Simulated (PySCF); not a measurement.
# Run times: tungsten in ANO-RCC-VTZP

Measured wall times of calculations with PySCF 2.14 in ANO-RCC-VTZP (8s7p5d3f2g1h, 104 functions), with scalar relativity by spin-free X2C-1e, run from one Python driver. Hardware: 1 thread of Neoverse-N1 on a shared host, 1.3 GiB allowed. The two-electron integrals over 104 functions were computed once and kept in memory (59 CPU seconds with the set-up); the times below exclude them. Kohn-Sham runs start from converged Hartree-Fock orbitals.

Launch command (the driver calls PySCF for each step listed in the task file):

```bash
OMP_NUM_THREADS=1 python atomrun2.py TASK.json OUT
```

```tsv
species	step	iterations	wall time (s)
W [Xe] 4f14 5d5 6s1	UHF with spin-orbit constants	1	2.1
W [Xe] 4f14 5d5 6s1	LDA	7	4.7
W [Xe] 4f14 5d5 6s1	PBE	7	8.4
W [Xe] 4f14 5d5 6s1	PBE0	7	9.5
W [Xe] 4f14 5d5 6s1	r2SCAN	7	18
W [Xe] 4f14 5d5 6s1	MP2 (6 electrons)		1.1
```

Peak memory of the process: 0.59 GiB. Times on a shared host vary from run to run.
